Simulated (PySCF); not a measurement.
Computed shifts of a molecule C5H6O2, PBE/pcSseg-1 run with PySCF, GIAO, gas phase, equivalent atoms averaged, in ppm (number of nuclei): ¹³C: 167.8 (1), 135.7 (2), 69.0 (1), 14.4 (1). ¹H: 6.85 (1), 6.76 (1), 4.12 (1), 2.09 (3). References: ¹³C against TMS (σ = 182.0 ppm); ¹⁷O against H2O (σ = 334.3 ppm); ¹H against TMS (σ = 31.49 ppm), references at their B3LYP-D3(BJ)/def2-TZVP geometries, non-relativistic. Geometry optimised at B3LYP-D3(BJ)/def2-SVP. One conformer was computed; it need not be the lowest.

Which structure fits?
(A) CC=C1OC=CO1
(B) O=C1C=CCOC1
(C) Cc1ccc(O)o1
(D) CC1=C[C@@H](C=O)O1

A, CC=C1OC=CO1
